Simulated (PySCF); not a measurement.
Computed IR spectrum (relative IR intensity) of a molecule C4H9Al. Coordinates come from a B3LYP-D3(BJ)/def2-SVP optimisation. One conformer was computed; it need not be the lowest. Computed with PySCF with B3LYP-D3(BJ)/def2-SVP. Frequencies are harmonic and unscaled.

Lines under 2 % of the strongest are left out, and lines within 2 cm⁻¹ are merged.

ν (cm⁻¹): 144 (vw), 450 (w), 510 (w), 553 (w), 643 (m), 661 (w), 705 (w), 739 (m), 760 (vs), 875 (m), 933 (s), 1000 (w), 1046 (w), 1198 (w), 1220 (w), 1452 (vw), 1623 (m), 1932 (vs), 3013 (vw), 3092 (w), 3109 (w), 3126 (vw), 3186 (vw) (against the strongest line: vs over 80 %, s over 45 %, m over 15 %, w over 4 %, vw less)

Problem. Which structure fits?
(A) C=[CH][Al]([CH3])[CH3]
(B) C=C[CH2][AlH][CH3]
(C) C=[CH][AlH][CH2]C

Solution. B, C=C[CH2][AlH][CH3]
